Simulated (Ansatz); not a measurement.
Consider the ligand exchange at the Si–S bond: `O[SiH2]S[Si](O)(O)O` + `N=CF` → `O[SiH2]/N=C/F` + `O[Si](O)(O)S`.

Gas-phase electronic energies from Ansatz, PBE0-D4/def2-TZVP geometries. CCSD(T)/CBS is the MP2 limit (def2-TZVPP, def2-QZVPP) plus CCSD(T) − MP2 in def2-TZVPP, frozen cores. This one scheme is used for every species. Functionals use def2-TZVPP. B3LYP here is the variant with VWN-RPA as its local correlation; programs differ in this. One conformer a species, not always the lowest.

```json
{"level": "PBE-D4", "ΔE (kcal/mol)": "6.3", "difference from CCSD(T)/CBS": "2.1"}
{"level": "r2SCAN-D4", "ΔE (kcal/mol)": "5.0", "difference from CCSD(T)/CBS": "0.8"}
{"level": "PBE0-D4", "ΔE (kcal/mol)": "5.9", "difference from CCSD(T)/CBS": "1.7"}
{"level": "B3LYP-D4", "ΔE (kcal/mol)": "3.9", "difference from CCSD(T)/CBS": "-0.3"}
{"level": "ωB97X-V", "ΔE (kcal/mol)": "4.0", "difference from CCSD(T)/CBS": "-0.2"}
{"level": "ωB97M-V", "ΔE (kcal/mol)": "4.5", "difference from CCSD(T)/CBS": "0.3"}
{"level": "B2PLYP", "ΔE (kcal/mol)": "1.9", "difference from CCSD(T)/CBS": "-2.3"}
{"level": "PBE", "ΔE (kcal/mol)": "4.4", "difference from CCSD(T)/CBS": "0.2"}
{"level": "r2SCAN", "ΔE (kcal/mol)": "4.5", "difference from CCSD(T)/CBS": "0.3"}
{"level": "PBE0", "ΔE (kcal/mol)": "4.1", "difference from CCSD(T)/CBS": "-0.1"}
{"level": "B3LYP", "ΔE (kcal/mol)": "0.7", "difference from CCSD(T)/CBS": "-3.5"}
{"level": "HF/def2-TZVPP", "ΔE (kcal/mol)": "-1.8", "difference from CCSD(T)/CBS": "-6.0"}
{"level": "MP2/def2-TZVPP", "ΔE (kcal/mol)": "3.9", "difference from CCSD(T)/CBS": "-0.3"}
{"level": "SCS-MP2/def2-TZVPP", "ΔE (kcal/mol)": "2.5", "difference from CCSD(T)/CBS": "-1.7"}
{"level": "CCSD/def2-TZVPP", "ΔE (kcal/mol)": "2.7", "difference from CCSD(T)/CBS": "-1.5"}
{"level": "CCSD(T)/def2-TZVPP", "ΔE (kcal/mol)": "3.8", "difference from CCSD(T)/CBS": "-0.4"}
{"level": "HF/def2-QZVPP", "ΔE (kcal/mol)": "-2.1", "difference from CCSD(T)/CBS": "-6.3"}
{"level": "MP2/def2-QZVPP", "ΔE (kcal/mol)": "4.0", "difference from CCSD(T)/CBS": "-0.2"}
{"level": "SCS-MP2/def2-QZVPP", "ΔE (kcal/mol)": "2.6", "difference from CCSD(T)/CBS": "-1.6"}
{"level": "HF/CBS(def2)", "ΔE (kcal/mol)": "-2.1", "difference from CCSD(T)/CBS": "-6.3"}
{"level": "MP2/CBS(def2)", "ΔE (kcal/mol)": "4.3", "difference from CCSD(T)/CBS": "0.1"}
{"level": "CCSD/CBS(def2)", "ΔE (kcal/mol)": "3.1", "difference from CCSD(T)/CBS": "-1.1"}
{"level": "CCSD(T)/CBS", "ΔE (kcal/mol)": "4.2", "difference from CCSD(T)/CBS": "0"}
```

Largest T1 diagnostic among the species: 0.013.

In def2-TZVPP, CCSD(T) changes the Hartree–Fock value by +5.6 kcal/mol (the triples alone add +1.1 kcal/mol) and MP2 by +5.7 kcal/mol. The D4 term adds +3.2 kcal/mol with B3LYP and +1.7 kcal/mol with PBE0; it sums over pairs of atoms, weighted by their polarisabilities, and B3LYP, whose exchange is more repulsive, gets the larger term.
